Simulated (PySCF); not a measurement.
C2H4BCl.

```xyz
8

B     -0.5382    -0.0305     0.0000
H     -1.7343     0.1069     0.0000
Cl     0.0815    -1.6805     0.0000
C      0.4173     1.1753     0.0000
C     -0.0671     2.4323     0.0000
H      1.5045     1.0303     0.0000
H      0.5800     3.3166     0.0000
H     -1.1463     2.6214     0.0000
```
Charge 0, spin multiplicity 1.

Geometry optimised at B3LYP-D3(BJ)/def2-SVP. Other conformers were not sampled.

All values below come from KT2/pcSseg-1 in PySCF. Non-relativistic, no solvent.

Computed absolute GIAO shielding of each atom: isotropic value and principal components (ppm):
```json
[
 {"atom": "B1", "σ(iso)": "41.4", "σ11": "8.3", "σ22": "17.4", "σ33": "98.5", "span": "90.2"},
 {"atom": "H2", "σ(iso)": "24.9", "σ11": "23.2", "σ22": "24.0", "σ33": "27.5", "span": "4.3"},
 {"atom": "Cl3", "σ(iso)": "644.7", "σ11": "328.0", "σ22": "597.1", "σ33": "1009.1", "span": "681.2"},
 {"atom": "C4", "σ(iso)": "41.3", "σ11": "-64.7", "σ22": "27.6", "σ33": "160.9", "span": "225.6"},
 {"atom": "C5", "σ(iso)": "33.2", "σ11": "-77.2", "σ22": "20.4", "σ33": "156.2", "span": "233.4"},
 {"atom": "H6", "σ(iso)": "24.6", "σ11": "21.1", "σ22": "24.4", "σ33": "28.4", "span": "7.2"},
 {"atom": "H7", "σ(iso)": "24.3", "σ11": "21.6", "σ22": "24.4", "σ33": "26.9", "span": "5.3"},
 {"atom": "H8", "σ(iso)": "24.7", "σ11": "21.3", "σ22": "24.8", "σ33": "28.1", "span": "6.7"}
]
```
